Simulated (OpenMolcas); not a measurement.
P I.

```yaml
Program: OpenMolcas 26.06
Basis: ANO-RCC-VTZP [5s4p2d1f]
Scalar_Hamiltonian: DKH2, point nucleus
Active_space: 3 electrons in 3 orbitals (3p)
State_averaging: 2S+1 = 4 odd, 1 root; 2S+1 = 2 odd, 8 roots
Spin-orbit_coupling: RASSI with atomic mean-field integrals over the reference wave functions, term energies averaged over their components
```

Two sets of levels on these reference wave functions, in eV above 3s² 3p³ ⁴S°_3/2: one from CASSCF and one from SS-CASPT2, IPEA 0.25 Eh, imaginary shift 0.1 Eh (closed shells correlated: 2s 2p 3s).

```
          Level   Set 1   Set 2
3s² 3p³ ⁴S°_3/2  0.0000  0.0000
3s² 3p³ ²D°_3/2   1.907   1.491
3s² 3p³ ²D°_5/2   1.907   1.492
3s² 3p³ ²P°_1/2   3.152   2.515
3s² 3p³ ²P°_3/2   3.153   2.516
```

Task: Which set is which?

Result: Set 2 is SS-CASPT2. Its levels of the other terms of 3s² 3p³ lie at 0.78 to 0.80 of the other set's values, as expected, since terms of lower spin or lower L gain more correlation energy than the Hund ground term. Against 4 measured levels (NIST Handbook of Basic Atomic Spectroscopic Data) the mean absolute deviation is 1100 cm-1 with it and 5400 cm-1 without; single levels miss by up to 1600 cm-1 with it.

CASPT2 does not keep the components of a term degenerate, so their means are used; among the terms shown or strongly mixed into the levels shown the widest spread is 170 cm-1 (3s² 3p³ ²P°, SS-CASPT2). With the s shell closed, the reference lacks s² → p² mixing. Without dynamic correlation excited terms often stand tens of per cent too high (terms of higher spin than the ground term too low), and those without a measured partner can miss by more than the paired ones (holds for CASSCF). Computed and measured levels are paired by configuration, term and J; levels that our copy of the source lacks, or whose pairing is in doubt (as where it misses far off the trend of its configuration), stay unpaired and out of the deviations. Levels of configurations outside the active space are missing.

° marks odd parity.
